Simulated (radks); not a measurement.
Q: Species: Pm47+. Configuration: [Ne] 3s2 3p2. All-electron calculation, non-relativistic Kohn-Sham, TPSS, spin-polarised, spherical densities, point nucleus; open shells are filled with parallel spins first (spin-orbit coupling, left out, can overturn this in heavy ions); meta-GGA in the generalised Kohn-Sham scheme; relativity is left out, which matters for an element this heavy. Program: a radial shooting solver on a logarithmic mesh with Libxc functionals. Some entries of the table are withheld. Estimate them.

orbital,occ.,eigenvalue (eV),<r^2> (bohr^2)
1s up,1,-45784.11,0.0008264
1s down,1,-45778.33,0.0008262
2s up,1,-9721.686,0.01280
2s down,1,-9718.045,0.01278
2p up,3,(1),0.009511
2p down,3,(2),0.009506
3s up,1,-3953.542,0.06990
3s down,1,-3930.349,0.07018
3p up,2,-3840.322,(3)
3p down,0,-3817.127,(4)

A: 
(1) 2p up eigenvalue (eV): -9416.891
(2) 2p down eigenvalue (eV): -9410.913
(3) 3p up <r^2> (bohr^2): 0.06369
(4) 3p down <r^2> (bohr^2): 0.06390
